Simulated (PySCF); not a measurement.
C7H12P (charge +1).
SMILES with atom numbers: `[CH2:1]=[CH:2][C:3]1=[C:4]([CH3:5])[PH2+:6][CH2:7][CH2:8]1`

NICS is the negative of the GIAO shielding at a point without a nucleus: at the ring centre (0) and 1 Å above and below it (1); zz is the component along the ring normal. Level: GIAO PBE0/pcSseg-1 (PySCF, non-relativistic, gas phase) on the GFN2-xTB geometry, one conformer.

Ring bond lengths (Å), with Mayer bond orders in brackets: C3–C4 1.361 (1.61), C4–P6 1.778 (1.03), P6–C7 1.813 (1.00), C7–C8 1.545 (1.00), C8–C3 1.507 (1.05).

What do the NICS probes read (ppm)?

```csv
ring,type,NICS(0),"NICS(1), two faces","NICS(1)zz, two faces",rms pucker (Å),"centre to ring atoms, mean (Å)"
C3–C4–P6–C7–C8,"5-membered ring with P; formal bonds 1 double, 4 single",-4.6,-4.3 / -4.1,-3.4 / -3.1,0.06,1.36
```

What can be read from them?

- C3–C4–P6–C7–C8: mean NICS(1)zz -3.2 ppm, shielded. P6, C7, C8 have four or more neighbours, and the NICS criterion for π rings isn't applied.

At the second NICS(1) probe listed for ring C3–C4–P6–C7–C8, 1 Å off the ring, what do the in-plane components average?

The isotropic value is a third of the trace: (3 × -4.1 − (-3.1))/2 = -4.6 ppm.

Give the inner angles of the rings and the Hirshfeld charges of the ring atoms.

- C3–C4–P6–C7–C8: C3 116.8° (+0.043 e), C4 109.8° (-0.039 e), P6 96.6° (+0.460 e), C7 104.7° (-0.070 e), C8 110.6° (-0.050 e); sum 538.5° against 540° for a flat convex ring.

What are the shieldings of the ring atoms and their hydrogens in the same run (means over atoms taken as equivalent)?

```csv
atoms,environment,σ isotropic (ppm),"principal values of the symmetric part, first atom (ppm)"
C3,fully substituted alkene carbon,12.6,"-90.1, -3.4, 131.4"
C4,fully substituted alkene carbon,77.2,"-12.2, 116.4, 127.3"
P6,phosphonium phosphorus,344.4,"237.9, 335.1, 460.3"
C7,sp3 carbon bound to phosphorus,174.0,"147.7, 179.8, 194.4"
C8,allylic carbon,148.8,"119.1, 153.8, 173.7"
H on P6 (×2),P–H hydrogen,25.19,"21.2, 22.2, 32.0"
H on C7 (×2),methylene hydrogen,28.75,"23.1, 26.2, 36.9"
H on C8 (×2),methylene hydrogen,28.11,"22.7, 27.6, 34.2"
```
